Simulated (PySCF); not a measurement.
Mg(F)(OSiH3) (FH3MgOSi), SMILES [F][Mg][O][SiH3].

The structure is a stationary point at PBE0-D3(BJ)/def2-SVP. Other conformers were not sampled.

All values below come from r2SCAN/def2-TZVPD in PySCF.

Gas-phase values at a fixed geometry.

Q: Estimate the frontier levels, gap, dipole moment and polarisability. (Estimate from the structure and the level; the computed values follow.)

A: 
```json
{
  "highest_occupied_level": "-7.18 eV",
  "lowest_empty_level": "-1.90 eV",
  "orbital_gap": "5.28 eV",
  "dipole_moment": "0.18 D",
  "quadrupole, principal values (traceless, Buckingham form, about the centre of nuclear charge)": "-19.13, 9.57, 9.57 D·Å",
  "mean_static_polarisability": "50.0 bohr³ (7.41 Å³)",
  "polarisability_principal_values": "46.6, 46.6, 56.9 bohr³"
}
```
